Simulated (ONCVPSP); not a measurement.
**Debugging a pseudopotential input (Sr, ONCVPSP 4.0.1)**

Command:

```bash
oncvpsp.x < Sr.dat > Sr.out
```

Input:

```
# ATOM AND REFERENCE CONFIGURATION
# atsym  z   nc   nv     iexc    psfile
  Sr 38.00    6    4        3      upf
#
#   n    l    f
    1    0    2.00
    2    0    2.00
    2    1    6.00
    3    0    2.00
    3    1    6.00
    3    2   10.00
    4    0    2.00
    4    1    6.00
    5    0    1.50
    5    1   15.00
#
# PSEUDOPOTENTIAL AND OPTIMIZATION
# lmax
    2
#
#   l,   rc,      ep,       ncon, nbas, qcut
    0    1.90    0.00    4    8    5.60
    1    2.90    0.00    4    7    5.70
    2    2.20    0.20    4    7    4.70
#
# LOCAL POTENTIAL
# lloc, lpopt,  rc(5),   dvloc0
    4    5    1.20    0.00
#
# VANDERBILT-KLEINMAN-BYLANDER PROJECTORs
# l, nproj, debl
    0    2    1.80
    1    2    1.90
    2    2    2.40
#
# MODEL CORE CHARGE
# icmod, fcfact, rcfact
    4    0.65    0.00
#
# LOG DERIVATIVE ANALYSIS
# epsh1, epsh2, depsh
   -3.00    5.00    0.02
#
# OUTPUT GRID
# rlmax, drl
    6.00    0.01
#
# TEST CONFIGURATIONS
# ncnf
    4
# nvcnf
#   n    l    f
    4
    4    0    2.00
    4    1    6.00
    5    0    2.00
    5    1    0.00
#
    4
    4    0    2.00
    4    1    6.00
    5    0    1.00
    5    1    0.00
#
    4
    4    0    2.00
    4    1    6.00
    5    0    0.00
    5    1    0.00
#
    4
    4    0    2.00
    4    1    6.00
    5    0    0.00
    5    1    2.00
#
```

This is an input that runs to its end, with one change: occupation of the last valence shell set to 15.00. The unchanged file is no sound one. Note: ghosts flagged at negative energy: d at -852.7 eV; GHOST(+) flagged for s at 108.5 eV. A true bound ghost makes a file unfit for plane-wave use.

Problem. How does the run end?

Solution. The program refuses the input: "test_data: reference configuration is negative ion".

```
ONCVPSP  (Optimized Norm-Conservinng Vanderbilt PSeudopotential)
scalar-relativistic version 4.0.1

test_data: reference configuration is negative ion
ERROR: test_data found   1 ERROR; stopping
```
